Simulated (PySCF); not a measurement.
How methods differ on the excitation energy of Ne²⁺

Ne²⁺ [He] 2s2 2p4 (3P) → Ne²⁺ [He] 2s2 2p3 3s1 (5S), as a difference of total energies. All numbers are calculated (PySCF 2.14, scalar relativity by spin-free X2C-1e, in aug-cc-pCVQZ-DK). Correlated levels: valence: 1s2 frozen; valence and next inner shell: nothing frozen. The calculations carry no spin-orbit coupling.

```tsv
method	excitation energy (eV)
UHF	37.278
LDA	38.438
PBE	38.649
PBE0	38.626
r2SCAN	38.857
BP86	38.943
wB97X-V	38.740
BHandHLYP	38.704
ROHF	37.202
MP2 (valence)	38.301
SCS-MP2 (valence)	38.519
MP2 (valence and next inner shell)	38.344
SCS-MP2 (valence and next inner shell)	38.542
```

Question: How much does correlation contribute at MP2 (valence and next inner shell)?

Answer: 38.344 − (37.278) = 1.066 eV, measured against UHF.

A first-order spin-orbit estimate (lowest level to lowest level, LS coupling) adds 0.038 eV.

The promoted electron is Rydberg-like, and one or two diffuse shells describe it only roughly, which tends to raise the upper state.
